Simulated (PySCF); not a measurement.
## Dipole response of Kr⁺ (krypton, charge +1)

[Ar] 3d10 4s2 4p5, 2P determinant. Computed with PySCF 2.14 in x2c-QZVPPall with one added diffuse shell each of s, p, d, f type (12s9p6d5f1g, 113 functions), with scalar relativity by spin-free X2C-1e. Coupled (time-dependent) response in atomic units; α is the mean over directions.

```json
{"method": "CAM-B3LYP", "mean α (bohr³)": "10.82", "α xx, yy, zz": "10.40, 11.03, 11.03", "C₆ (like pair)": "66.76", "S(−4)": "21.86"}
```

S(−4) is the Cauchy moment in α(ω) = α(0) + S(−4) ω² + …

Spin-orbit coupling is absent.

α(iu) at CAM-B3LYP:

| u (hartree) | α(iu) (bohr³) |
| --- | --- |
| 0 | 10.82 |
| 0.0500 | 10.77 |
| 0.100 | 10.61 |
| 0.200 | 10.03 |
| 0.300 | 9.201 |
| 0.500 | 7.354 |
| 0.750 | 5.382 |
| 1.00 | 3.980 |
| 1.50 | 2.362 |
| 2.00 | 1.558 |
| 3.00 | 0.8457 |
| 5.00 | 0.3959 |

A single London oscillator, α(iu) = α/(1 + u²/ω²), gives C₆ = (3/4) ω α². Matching the computed C₆ needs ω = 4 × 66.76 / (3 × 10.82²) = 0.760 hartree.

For an ion, C₆ is the dispersion term alone; charge-induced terms of lower order in 1/R come first.

The components differ because the open shell of this determinant is not spherical; for a pure term their mean is the scalar polarisability.
